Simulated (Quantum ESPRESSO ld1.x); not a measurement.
The mean radii <r> (bohr) of the occupied orbitals of an atom or ion are listed with their occupations. Method: scalar-relativistic Kohn-Sham, exchange-only LDA, spin-polarised, spherical densities, point nucleus; computed with ld1.x of Quantum ESPRESSO 7.5.

| orbital | occ. | <r> |
|---|---|---|
| 1s up | 1 | 0.09714 |
| 1s down | 1 | 0.09714 |
| 2s up | 1 | 0.4782 |
| 2s down | 1 | 0.4773 |
| 2p up | 3 | 0.4393 |
| 2p down | 3 | 0.4379 |
| 3s up | 1 | 1.414 |

Name the element and its charge. Open shells, if any, are filled with parallel spins first.

Answer. Z = 16, sulfur, charge +5: S5+ in [Ne] 3s1. The 1s radius gives Z: for a bare nucleus <r> = (2 gamma + 1)/(2Z) with gamma = sqrt(1 - (Z/c)^2), 0.09332 bohr for Z = 16, and screening makes it slightly larger (0.09714 here). The occupations add up to 11, and the charge is Z minus that.
